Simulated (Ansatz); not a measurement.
Reactions of `C[Si](C)([SiH3])Cl`.

Computed with Ansatz on PBE0-D4/def2-TZVP structures; ΔE is electronic, products minus reactants. CCSD(T)/CBS is the MP2 limit (def2-TZVPP, def2-QZVPP) plus CCSD(T) − MP2 in def2-TZVPP, frozen cores. This one scheme is used for every species. Functionals use def2-TZVPP. Open shells (•) are unrestricted, without spin–orbit coupling. def2 core potentials past Kr. For Sn outer-core shells are correlated without core-valence functions, which leaves a few kJ/mol of doubt a bond. One conformer a species, not always the lowest.

```json
{"reaction": "`C[Si](C)([SiH3])Cl` + CH₄ → `C[Si](C)(C)Cl` + SiH₄", "MP2/CBS(def2) (kJ/mol)": "-9", "PBE0-D4 (kJ/mol)": "5", "PBE-D4 (kJ/mol)": "9", "CCSD/CBS(def2) (kJ/mol)": "-7", "CCSD(T)/CBS(def2) (kJ/mol)": "-5"}
{"reaction": "`C[Si](C)([SiH3])Cl` → `C[SiH2]C[SiH2]Cl`", "MP2/CBS(def2) (kJ/mol)": "-3", "PBE0-D4 (kJ/mol)": "12", "PBE-D4 (kJ/mol)": "16", "CCSD/CBS(def2) (kJ/mol)": "0", "CCSD(T)/CBS(def2) (kJ/mol)": "1"}
{"reaction": "`C[Si](C)([SiH3])Cl` + `[AlH2][CH2]Cl` → `C[Si]([AlH2])([SiH3])Cl` + `CCCl`", "MP2/CBS(def2) (kJ/mol)": "36", "PBE0-D4 (kJ/mol)": "19", "PBE-D4 (kJ/mol)": "17", "CCSD/CBS(def2) (kJ/mol)": "30", "CCSD(T)/CBS(def2) (kJ/mol)": "29"}
{"reaction": "`C[Si](C)([SiH3])Cl` + `C[SiH2]SP` → `C[SiH2]S[SiH3]` + `C[Si](C)(P)Cl`", "MP2/CBS(def2) (kJ/mol)": "-88", "PBE0-D4 (kJ/mol)": "-75", "PBE-D4 (kJ/mol)": "-70", "CCSD/CBS(def2) (kJ/mol)": "-81", "CCSD(T)/CBS(def2) (kJ/mol)": "-81"}
{"reaction": "`C[Si](C)([SiH3])Cl` + `C[O][SnH]([OH])[Cl]` → `C[Si](C)(O)[SiH3]` + `C[O][SnH]([Cl])[Cl]`", "MP2/CBS(def2) (kJ/mol)": "-47", "PBE0-D4 (kJ/mol)": "-51", "PBE-D4 (kJ/mol)": "-47", "CCSD/CBS(def2) (kJ/mol)": "-52", "CCSD(T)/CBS(def2) (kJ/mol)": "-50"}
{"reaction": "`C[Si](C)([SiH3])Cl` + `[OH][Sn]([OH])([F])[F]` → `C[Si](C)(O)Cl` + `[OH][Sn]([F])([F])[SiH3]`", "MP2/CBS(def2) (kJ/mol)": "-147", "PBE0-D4 (kJ/mol)": "-141", "PBE-D4 (kJ/mol)": "-135", "CCSD/CBS(def2) (kJ/mol)": "-146", "CCSD(T)/CBS(def2) (kJ/mol)": "-142"}
{"reaction": "`C[Si](C)([SiH3])Cl` + `O[SiH2][SiH2]F` → `C[Si](O)([SiH3])Cl` + `C[SiH2][SiH2]F`", "MP2/CBS(def2) (kJ/mol)": "-15", "PBE0-D4 (kJ/mol)": "-18", "PBE-D4 (kJ/mol)": "-19", "CCSD/CBS(def2) (kJ/mol)": "-16", "CCSD(T)/CBS(def2) (kJ/mol)": "-16"}
{"reaction": "`C[Si](C)([SiH3])Cl` + `CCBNC` → `C[Si](C)(C)Cl` + `CCBN[SiH3]`", "MP2/CBS(def2) (kJ/mol)": "-131", "PBE0-D4 (kJ/mol)": "-104", "PBE-D4 (kJ/mol)": "-95", "CCSD/CBS(def2) (kJ/mol)": "-123", "CCSD(T)/CBS(def2) (kJ/mol)": "-121"}
{"reaction": "`C[Si](C)([SiH3])Cl` → `[CH3]`• + `C[Si]([SiH3])Cl`•", "MP2/CBS(def2) (kJ/mol)": "405", "PBE0-D4 (kJ/mol)": "374", "PBE-D4 (kJ/mol)": "372", "CCSD/CBS(def2) (kJ/mol)": "381", "CCSD(T)/CBS(def2) (kJ/mol)": "390"}
{"reaction": "`C[Si](C)([SiH3])Cl` + `[AlH3]` → `C[Si]([AlH2])([SiH3])Cl` + CH₄", "MP2/CBS(def2) (kJ/mol)": "1", "PBE0-D4 (kJ/mol)": "-13", "PBE-D4 (kJ/mol)": "-19", "CCSD/CBS(def2) (kJ/mol)": "-2", "CCSD(T)/CBS(def2) (kJ/mol)": "-4"}
```

Largest T1 diagnostic: 0.015, for `[OH][Sn]([OH])([F])[F]`.
